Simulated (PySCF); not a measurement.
(SiH3)2PPF2, F2H6P2Si2.
Geometry (PBE0-D3(BJ)/def2-SVP, Å), atoms numbered from 1 in this order:
```xyz
12
F2H6P2Si2 angstrom
F     -0.365    3.310   -0.191
P     -0.161    1.886   -0.915
F      1.425    2.023   -1.225
P      0.015    0.619    0.924
Si     1.585   -0.789    0.088
Si    -1.755   -0.716    0.440
H      1.437   -0.987   -1.385
H      1.370   -2.097    0.778
H      2.940   -0.261    0.403
H     -1.827   -1.751    1.511
H     -1.632   -1.387   -0.892
H     -2.991    0.121    0.454
```

The calculation used PySCF 2.14.0, delta-SCF UKS SCAN, pcX-2 on the ionised atom, pcseg-1 elsewhere, spin-free X2C. The ground state was rerun for each ionised atom, in the same mixed basis as its hole state.

```csv
ionised atom,basis functions,E(ground) (Eh),E(ionised) (Eh)
F1,161,-1467.84462,-1442.39121
Si5,172,-1467.84569,-1399.97629
P2,172,-1467.89789,-1388.76800
P4,172,-1467.87911,-1388.89156
```

Turn these total energies into binding energies.

E(ionised) − E(ground), at 27.2114 eV a hartree:

```tsv
atom	environment	difference (Eh)	binding energy (eV)
F1	phosphorus-bound fluorine	25.45341	692.62
Si5	SiH3 silicon	67.86940	1846.82
P2	three-coordinate phosphorus	79.12989	2153.23
P4	three-coordinate phosphorus	78.98755	2149.36
```

How much do the ground-state energies differ, and what would follow from using one of them for all holes?

They run from -1467.8979 Eh (core basis on P2) to -1467.8446 Eh (on F1), 0.0533 Eh or 1.45 eV apart, for one and the same state in different bases and grids. Pairing the ion of F1 with the ground state of P2 would put its binding energy 1.45 eV too high.

Only 1s holes are shown. One atom of each set of topologically equivalent atoms was ionised and stands for the set; in this conformer not all members are related by symmetry, and their own values weren't computed. Isolated species at its PBE0-D3(BJ)/def2-SVP geometry (one conformer only).

Time: 39 s of wall time; peak memory 0.69 GiB. Hardware: one thread of an Arm Neoverse V2, shared host with 192 logical CPUs at a one-minute load of 36.
